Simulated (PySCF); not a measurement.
Compound: C₃H₈FNSi.
SMILES with atom numbers: `[CH2:1]=[C:2]([CH2:3][F:4])[SiH2:5][NH2:6]` (hydrogens: H7, H8 on C1; H9, H10 on C3; H11, H12 on Si5; H13, H14 on N6)

Jobs on this species (14 atoms, 56 electrons) with PySCF (density fitting). Hardware of each: one thread, Arm Neoverse V2 (aarch64), no GPU, on a shared host. The host was shared with other jobs, so the times are rough. Peak memory is the resident size of the whole Python process, interpreter and libraries included.

Question: Rank these jobs by wall time, shortest first.
A. PBE0/STO-3G; shieldings, charges and field gradients; 42 basis functions
B. PBE0/6-31G; shieldings, charges and field gradients; 74 basis functions
C. WP04/pcSseg-1; shieldings; 149 basis functions
D. PBE0-D3(BJ)/def2-SVP, grid level 1; geometry optimisation from a GFN2-xTB start shaken at random; 128 basis functions

Answer: A (4.0 s), B (7.9 s), C (13 s), D (62 s).

All jobs:

```csv
level and settings,work,basis functions,SCF cycles,wall time,peak memory
PBE0/STO-3G,"shieldings, charges and field gradients",42,13,4.0 s,0.42 GiB
PBE0/6-31G,"shieldings, charges and field gradients",74,14,7.9 s,0.48 GiB
BHandHLYP/pcSseg-1,shieldings,149,13,12 s,0.84 GiB
WP04/pcSseg-1,shieldings,149,15,13 s,0.86 GiB
PBE0/pcSseg-1,shieldings,149,14,13 s,0.84 GiB
B97-2/pcSseg-1,shieldings,149,14,13 s,0.80 GiB
CAM-B3LYP/pcSseg-1,shieldings,149,13,17 s,0.84 GiB
wB97X-D/pcSseg-1,shieldings,149,14,17 s,0.87 GiB
"PBE0-D3(BJ)/def2-SVP, grid level 1",geometry optimisation from a GFN2-xTB start shaken at random,128,64,62 s,0.50 GiB
```

Question: What do all jobs in the table cost together?

Answer: About 2.6 min; the longest takes about 39 % of that, and about 16 times as long as the shortest.
